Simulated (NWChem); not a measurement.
SnH3F; SMILES [F][SnH3]

```xyz
5

Sn     0.0000     0.0000    -0.2150
F      0.0000     0.0000     1.7294
H      1.2405    -1.0855    -0.6620
H      0.3198     1.6170    -0.6620
H     -1.5603    -0.5315    -0.6620
```
Atoms are numbered in this order, from 1.

Level: PBE0/def2-SVP with def2 effective core potentials on Sn (NWChem), optimised geometry, unscaled harmonic frequencies. def2 effective core potentials on Sn; no spin-orbit coupling.

```tsv
frequency (cm⁻¹)	IR intensity (km/mol)
519	41.4
519	41.4
630	76.3
699	93.5
699	93.5
730	118.1
1956	22.7
1967	176.1
1967	176.1
```

```
Quantity                                                                            Value
-----------------------------------------------------------------------  ----------------
zero-point energy                                                           13.8 kcal/mol
thermal correction to the enthalpy at 298.15 K (with zero-point energy)     16.8 kcal/mol
heat capacity Cv                                                         11.8 cal/(mol K)
entropy at 298.15 K and 1 atm (symmetry number 3)                        63.1 cal/(mol K)
```

Rigid rotor and harmonic oscillator.
